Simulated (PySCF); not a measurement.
Al(H)(OMe)2 (C₂H₇AlO₂), SMILES [O](C)[AlH][O]C.

The structure is a stationary point at B3LYP-D3(BJ)/def2-SVP. The structure was generated by enumeration; whether it is a known compound was not checked. Other conformers were not sampled.

All values below come from PBE/def2-TZVP (PySCF).

Computed frontier levels, gap, dipole moment and polarisability:
```
Quantity                                                                                                        Value
---------------------------------------------------------------------------------------------  ----------------------
highest occupied level                                                                                       -6.35 eV
lowest empty level                                                                                           -0.86 eV
orbital gap                                                                                                   5.49 eV
dipole moment                                                                                                  1.69 D
quadrupole, principal values (traceless, Buckingham form, about the centre of nuclear charge)  -1.80, -1.68, 3.47 D·Å
mean static polarisability                                                                       60.1 bohr³ (8.90 Å³)
polarisability, principal values                                                               50.0, 63.8, 66.5 bohr³
```
